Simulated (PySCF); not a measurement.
Species: [VF4]2- (charge -2 and quartet state).
Bonds: V1–F2, V1–F3, V1–F4, V1–F5.

The calculation used PySCF 2.14.0, PBE0-D3(BJ)/def2-SVP geometry optimisation, gas phase.

Task: List the bond lengths and angles at this level.

Result: 
```csv
bond,length (Å)
V1–F2 and 3 like bonds,1.926
```

Bonds in one row agree within 0.01 Å and their mean is given. A selection of angles:
```csv
angle,degrees
F2–V1–F3,88.5
F2–V1–F4,120.6
```

V1 (vanadium bonded to 4 F) has angles from 88.5° to 121.4°. All 4 F–V bonds measure 1.925 to 1.927 Å.

Point group: D2d (every atom within 0.08 Å of its image). Whether it is a minimum is left open (no frequencies). ⟨S²⟩ = 3.760 (exact for a quartet: 3.75). Whether so highly charged an anion holds all its electrons in the gas phase wasn't checked; a finite basis holds them in any case. The ion is multiply charged and computed without counter-ions or solvent.

Neither the SCF state along the optimisation nor the shape of the open-shell metal species was proved the lowest: other solutions of the same spin, or a structure of lower symmetry, can lie below.
